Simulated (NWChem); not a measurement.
Program: NWChem. System: CH2Cl6Si2, charge 0, spin multiplicity 1, at a geometry optimised with PBE/def2-SVP. Level: G0W0@BHandHLYP/def2-SVP, RI basis def2-svp-rifit.

Input file:

```
start mol
memory heap 200 mb stack 700 mb global 1700 mb
geometry units angstroms nocenter noautoz
  Cl    -2.998427    -1.063591    -1.480261
  Si    -1.605868    -0.258711    -0.178550
  Cl    -2.335246     1.538806     0.523745
  Cl    -1.367025    -1.561582     1.404082
  C      0.000000     0.000000    -1.111871
  Si     1.605868     0.258711    -0.178550
  Cl     2.335246    -1.538806     0.523745
  Cl     1.367025     1.561582     1.404082
  Cl     2.998427     1.063591    -1.480261
  H     -0.150311     0.880864    -1.773308
  H      0.150311    -0.880864    -1.773308
  symmetry group C2
end
basis spherical
  * library def2-svp
end
basis "ri basis" bse spherical
  * library def2-svp-rifit
end
dft
  xc bhlyp
  iterations 100
  direct
  tolerances tight
end
task dft energy
gw
  method cdgw
  states alpha occ 4 vir 2
end
task dft gw
```

Output (cleaned and shortened):

```
             Northwest Computational Chemistry Package (NWChem) 7.3.0
             --------------------------------------------------------

                                NWChem Input Module
                                -------------------

 Scaling coordinates for geometry "geometry" by  1.889725989
 (inverse scale =  0.529177249)

 Turning off AUTOSYM since
 SYMMETRY directive was detected!

                             Geometry "geometry" -> ""
                             -------------------------

 Output coordinates in angstroms (scale by  1.889725989 to convert to a.u.)

  No.       Tag          Charge          X              Y              Z
 ---- ---------------- ---------- -------------- -------------- --------------
    1 Cl                  17.0000    -2.99842700    -1.06359100    -1.48026100
    2 Si                  14.0000    -1.60586800    -0.25871100    -0.17855000
    3 Cl                  17.0000    -2.33524600     1.53880600     0.52374500
    4 Cl                  17.0000    -1.36702500    -1.56158200     1.40408200
    5 C                    6.0000     0.00000000     0.00000000    -1.11187100
    6 Si                  14.0000     1.60586800     0.25871100    -0.17855000
    7 Cl                  17.0000     2.33524600    -1.53880600     0.52374500
    8 Cl                  17.0000     1.36702500     1.56158200     1.40408200
    9 Cl                  17.0000     2.99842700     1.06359100    -1.48026100
   10 H                    1.0000    -0.15031100     0.88086400    -1.77330800
   11 H                    1.0000     0.15031100    -0.88086400    -1.77330800

 Effective nuclear repulsion energy (a.u.)    1317.7379976268

            Nuclear Dipole moment (a.u.)
            ----------------------------
        X                 Y               Z
 ---------------- ---------------- ----------------
    -0.0000000000    -0.0000000000     0.0000037795

      Symmetry information
      --------------------

 Group name             C2
 Group number              4
 Group order               2
 No. of unique centers     6

      Symmetry unique atoms
[...]
          -0.000000000000           0.000000000000        6091.484892310962

     Multipole analysis of the density
     ---------------------------------

     L   x y z        total         alpha         beta         nuclear
     -   - - -        -----         -----         ----         -------
     0   0 0 0     -0.000000    -69.000000    -69.000000    138.000000

     1   1 0 0      0.000000      0.000000      0.000000     -0.000000
     1   0 1 0      0.000000      0.000000      0.000000     -0.000000
     1   0 0 1     -0.602368     -0.301186     -0.301186      0.000004

     2   2 0 0    -84.768641  -1161.705107  -1161.705107   2238.641572
     2   1 1 0     -0.759927   -125.722908   -125.722908    250.685889
     2   1 0 1     -0.000000     -0.000000     -0.000000      0.000000
     2   0 2 0    -80.481492   -406.823560   -406.823560    733.165628
     2   0 1 1     -0.000000     -0.000000     -0.000000      0.000000
     2   0 0 2    -79.012799   -334.931569   -334.931569    590.850340

 Task  times  cpu:       24.4s     wall:       24.4s

                                NWChem Input Module
                                -------------------

                                 NWChem GW Module
                                 ----------------

                             ***********************
                             ***        GW       ***
                             ***********************

 Summary of "ri basis" -> "ri basis" (spherical)
 ------------------------------------------------------------------------------
       Tag                 Description            Shells   Functions and Types
 ---------------- ------------------------------  ------  ---------------------
 Cl                      def2-svp-rifit             20       62   8s5p5d2f
 Si                      def2-svp-rifit             20       62   8s5p5d2f
 C                       def2-svp-rifit             16       48   6s5p4d1f
 H                       def2-svp-rifit              6       14   3s2p1d

                 Memory Information
                 ------------------
          Available GA per process is          1699.8 MBs
          Available stack per process is        700.0 MBs
          Available heap per process is           0.7 MBs

          Peak memory in Initialization
              Peak GA per process is                 54.2 MBs
              Peak stack per process is               0.2 MBs
              Peak heap per process is               55.8 MBs
              Memory not in MA per process            0.0 MBs

          Peak memory in CDGW Calculation
              Peak GA per process is                 59.7 MBs
              Peak stack per process is               5.0 MBs
              Peak heap per process is                5.1 MBs
              Memory not in MA per process            0.1 MBs

          Computing 2-center integrals
          Computing Inverse Cholesky factor
          Computing 3-center integrals
          Computing Vxc

          Computing Sigma_x
          Computing W(iw) on the imaginary grid
          Solving quasiparticle equations

                  Alpha Orbitals
          State     Energy (eV)     Error (eV)
          -----------------------------------
@GW        66        -11.363           0.005
@GW        67        -11.153           0.005
@GW        68        -11.174           0.002
@GW        69        -11.076           0.003
@GW        70          2.587           0.004
@GW        71          2.980           0.004

     GW Timing Statistics
   ------------------------
   Init.   :          0.1s
     ERIs  :          5.7s
     Distr.:          0.3s
     Vxc   :          4.1s
   Vmo     :          0.0s
   iW      :         21.7s
   I_n     :          0.0s
   R_n     :          4.5s
   GW total:         36.5s

 Task  times  cpu:       36.5s     wall:       36.5s

 Total times  cpu:       60.9s     wall:       60.9s
```
